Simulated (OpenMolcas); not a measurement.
Ti, Zr, Hf: d² s² down the group

```json
{
  "Program": "OpenMolcas 26.06",
  "Method": "CASSCF",
  "Basis": "ANO-RCC-VQZP",
  "Scalar Hamiltonian": "DKH2, point nucleus",
  "Spin-orbit coupling": "state interaction with AMFI integrals over the reference wave functions, term energies averaged over their components"
}
```

Active space for each ion: 2 electrons in 5 orbitals (d).

Computed levels in cm-1 above ³F₂:

| Level | Ti | Zr | Hf |
| --- | --- | --- | --- |
| ³F₃ | 181 | 587 | 2559 |
| ³F₄ | 417 | 1308 | 5153 |
| ¹D₂ | 10588 | 8253 | 9422 |
| ³P₀ | 12727 | 9323 | 9602 |
| ³P₁ | 12790 | 9544 | 10867 |
| ³P₂ | 12920 | 10074 | 13612 |
| ¹G₄ | 16277 | 12441 | 14263 |
| ¹S₀ | 39248 | 29446 | 30276 |
| weight of ³F in the lowest level (%) | 100 | 100 | 96 |

Mixed levels, with the weight of the term that names them: Hf ¹D₂ (65 %), Hf ³P₂ (68 %).

Measured, with the error of the calculation in %. Measured levels: Ti, Zr, Hf from NIST Handbook of Basic Atomic Spectroscopic Data.

```
Level             Ti             Zr             Hf
  ³F₃     170 (+6.3)     570 (+2.9)    2357 (+8.6)
  ³F₄     387 (+7.8)    1241 (+5.4)   4568 (+12.8)
  ¹D₂   7255 (+45.9)                  5639 (+67.1)
  ³P₀   8437 (+50.9)  4197 (+122.1)   5522 (+73.9)
  ³P₁   8492 (+50.6)  4376 (+118.1)   6573 (+65.3)
  ³P₂   8602 (+50.2)                  8984 (+51.5)
  ¹G₄  12118 (+34.3)   8057 (+54.4)  10533 (+35.4)
  ¹S₀                                20328 (+48.9)
```

The fine-structure level ³F₄ changes by a factor of 12.4 from Ti to Hf.

Without spin-orbit coupling ¹D lies 10357, 7609, 7050 cm-1 above ³F in that order; the difference to the level ¹D₂, of either sign, comes from spin-orbit coupling, which also lowers the zero.

Without dynamic correlation excited terms often stand tens of per cent too high (terms of higher spin than the ground term too low), and those without a measured partner can miss by more than the paired ones. With the s shell closed, the reference lacks s² → p², s² → d² and s → d mixing, so excited terms can stand far too high and out of order, with CASPT2 too. Measured partners are found by configuration, term and J. A level has none where our copy of the source lacks it or the pairing is in doubt (some pairs that miss far off the trend of their configuration count as doubtful), and it then counts in no deviation. Only configurations of the active space appear.
